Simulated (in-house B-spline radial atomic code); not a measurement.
Results of a calculation; reference values are marked as such.
**Ghost states of the separable form: Zr**

Zr, [Kr] 4d2 5s2, non-relativistic LDA (VWN5), spherical and spin-unpolarised, from a B-spline radial code for spherical atoms (atomic units; all potentials screened as in the neutral atom).

Troullier-Martins channels: 5s (ε = -0.1624, r_c = 3.116 bohr), 4p (ε = -1.1866, r_c = 1.356 bohr), 4d (ε = -0.1507, r_c = 1.83 bohr). In the Kleinman-Bylander form one channel serves as the local potential, and each other channel l becomes |δV u><u δV|/<u|δV|u>, with δV = V_l − V_local and u the pseudo-orbital. Its strength is E_KB = <u|δV²|u>/<u|δV|u>. By the analysis of Gonze, Stumpf and Scheffler a spurious state lies below the reference level ε if E_KB > 0 and ε is above the second level of the local potential alone, or if E_KB < 0 and ε is above its first. The table's levels are those of angular momentum l in a sphere of 9 bohr, whose wall can lift a shallow ε a little above its free-atom value.

```
local  channel   <u δV u>  <u δV² u>        ε  first local level  second local level
    d        s     0.1525    0.34331  -0.1606            -3.6530             -0.5463
    d        p    0.25587    0.91072  -1.1866            -1.6432             -0.0934
    s        d    -1.5612      5.755  -0.1505             0.0591              0.3170
    s        p    -3.1202     12.324  -1.1866            -0.0687              0.1874
    p        d  -0.054492    0.21732  -0.1505            -0.1186              0.1215
    p        s    0.14955    0.30765  -0.1606            -2.1909             -0.2154
```

Apply the rule to each row.

Local d, channel s: E_KB = +2.25, so ε = -0.1606 is set against -0.5463: a ghost. Local d, channel p: E_KB = +3.56, so ε = -1.1866 is set against -0.0934: no ghost. Local s, channel d: E_KB = -3.69, so ε = -0.1505 is set against 0.0591: no ghost. Local s, channel p: E_KB = -3.95, so ε = -1.1866 is set against -0.0687: no ghost. Local p, channel d: E_KB = -3.99, so ε = -0.1505 is set against -0.1186: no ghost. Local p, channel s: E_KB = +2.06, so ε = -0.1606 is set against -0.2154: a ghost.

Diagonalising the separable Hamiltonian gives:

```tsv
local	channel	three lowest levels	all-electron, two lowest valence levels
d	s	-2.4666, -0.1606, 0.1177	-0.1606, 0.1195
d	p	-1.1866, -0.0471, 0.2111	-1.1866, -0.0473
s	d	-0.1505, 0.1146, 0.4351	-0.1505, 0.1117
s	p	-1.1866, -0.0238, 0.2554	-1.1866, -0.0473
p	d	-0.1505, 0.1117, 0.4171	-0.1505, 0.1117
p	s	-0.6279, -0.1606, 0.1202	-0.1606, 0.1195
```

Which choices of local channel are safe?

Free of ghosts: s. With d local the s channel has a ghost 2.31 hartree below ε, since the local potential binds more than one state below ε, and a repulsive term of rank one raises each level at most to the next, so it clears only one of them. With p local the s channel has a ghost 0.47 hartree below ε, since the local potential binds more than one state below ε, and a repulsive term of rank one raises each level at most to the next, so it clears only one of them. Among the safe choices the second level, which tests transfer, is off by at most 23.5 millihartree (s local).
